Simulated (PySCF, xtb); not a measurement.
pyrazine (C4H4N2), SMILES c1nccnc1.

GFN2-xTB (xtb) at its own geometry gives an orbital gap of 2.23 eV and a dipole moment of 0.00 D.

Geometry optimised at ωB97X-D3(BJ)/def2-SVP.

### Question
What does PBE0/def2-TZVP (PySCF) give? (Estimate from the structure and the level; the computed values follow.)

### Answer
gap 5.74 eV (levels -7.30 and -1.56 eV), dipole 0.00 D.
